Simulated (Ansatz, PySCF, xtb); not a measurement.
Pair of molecules: SiH4 (SMILES [SiH4]) (first 5 atoms) with C3H4 (SMILES C=C=C); geometry from B3LYP-D3(BJ)/def2-TZVP, rigid monomers moved along the line of their centres of mass till Si1···C6 is 4.15 Å.
(charge 0, multiplicity 1):
```xyz
12

Si    -0.11373     0.34636     0.25170
H      1.22810     0.62145     0.80930
H     -0.01520     0.24655    -1.22423
H     -1.03985     1.44552     0.60097
H     -0.62712    -0.93335     0.78729
C     -0.39451     0.86145     4.35500
C      0.11068    -0.33662     4.36968
C      0.61572    -1.53394     4.37143
H      0.23208     1.73440     4.21292
H     -1.45801     1.02614     4.48343
H      0.70735    -2.10328     3.45356
H      0.96002    -2.00005     5.28726
```

Counterpoise-corrected where a basis set is named; no monomer relaxation.

Correlated levels freeze the cores.

Codes used: Ansatz (Gaussian orbitals); PySCF for the dispersion terms; xtb for the GFN methods. 

**Question.** What interaction energy does GFN1-xTB give?

**Answer.** -6 kJ/mol

Ansatz is a quantum-chemistry and plane-wave program.
